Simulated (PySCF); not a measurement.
Start geometry of `P[SiH2][GeH3]` from GFN2-xTB (Å):
```
atom  x, y, z in Å
P1     2.048    0.630    0.704
Si2    0.410   -0.738    0.008
Ge3   -1.677    0.161    0.616
H4     3.054    0.098   -0.084
H5     1.750    1.628   -0.249
H6     0.448   -0.984   -1.438
H7     0.670   -2.015    0.684
H8    -2.808   -0.683    0.220
H9    -1.982    1.505    0.045
H10   -1.864    0.377    2.101
```

**Question.** What comes out of this run: PySCF 2.14.0, PBE0-D3(BJ)/def2-SVP geometry optimisation, gas phase?

**Answer.** 
```
atom  x, y, z in Å
P1     1.835    0.907    0.778
Si2    0.262   -0.566    0.070
Ge3   -1.872    0.254    0.738
H4     2.877    0.360   -0.033
H5     1.473    1.892   -0.192
H6     0.283   -0.792   -1.409
H7     0.527   -1.872    0.749
H8    -2.995   -0.694    0.282
H9    -2.120    1.641    0.113
H10   -1.931    0.393    2.270
```

The energy falls by 18.9 kJ/mol over 5 energy and gradient evaluations, the largest force component goes from 0.0204 to 1.9e-04 Eh/bohr, and the atoms move by 0.070 Å rms after alignment. The bond that changes most is Ge3–H8 (ends: germanium bonded to Si and 3 H; Ge–H hydrogen), which lengthens by 0.074 Å. Bonds longer at the end by more than 0.005 Å: 9 of 9; shorter: 0. Among the angles that change most is H9–Ge3–H10, from 102.8° to 108.4°. Rotational constants go from 9223, 1397, 1258 to 8721, 1389, 1245 MHz. The orientation of the end geometry is arbitrary; only internal coordinates are fixed.

The run used 103 basis functions and 28 SCF cycles in all. The run took 16 s of wall time on Arm Neoverse V2, one thread, on a shared host, and the process peaked at 0.48 GiB of memory.

Not checked by PBE0-D3(BJ)/def2-SVP frequencies. The numbers are those of one conformer.
